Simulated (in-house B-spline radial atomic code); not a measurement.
Relativistic effects in Ni⁴⁺, [Ar] 3d6: non-relativistic Hartree-Fock (point nucleus) against Dirac-Hartree-Fock (Fermi nucleus of rms radius 3.7757 fm), both averages of the configuration, computed with an all-electron radial atomic-structure program (B-spline basis).

```
orbital  ε NR (Eh)  ε Dirac (Eh)  <r> NR (bohr)  <r> Dirac (bohr)  change of <r> (%)
  1s1/2    -308.01       -311.33        0.05481           0.05406               -1.4
  2s1/2    -40.345             ?          0.247                 ?                  ?
  2p1/2    -35.367             ?         0.2162                 ?                  ?
  2p3/2    -35.367       -35.297         0.2162            0.2159               -0.2
  3s1/2    -7.1741       -7.2953         0.7359            0.7274               -1.2
  3p1/2    -5.5351       -5.6229         0.7615            0.7524               -1.2
  3p3/2    -5.5351       -5.5327         0.7615            0.7607               -0.1
  3d3/2    -2.9868       -2.9763         0.8308            0.8316               +0.1
  3d5/2    -2.9868       -2.9653         0.8308            0.8349               +0.5
```

Task: What happens to 2s1/2?

Result: Its energy goes to -41.061 hartree and <r> to 0.2435 bohr (-1.43 %).

Task: What happens to 2p1/2?

Result: Its energy goes to -35.949 hartree and <r> to 0.2127 bohr (-1.61 %).

Task: What explains the pattern of contraction and expansion?

Result: Expansion is seen in 3d3/2, 3d5/2. The s and p1/2 orbitals contract directly, screen the nucleus better, and so push out orbitals that have little density near the nucleus; spin-orbit coupling adds to this for j = l + 1/2 and opposes it for j = l - 1/2.

Task: By how much does the total energy change?

Result: By -12.501 hartree, from -1502.657 to -1515.159.
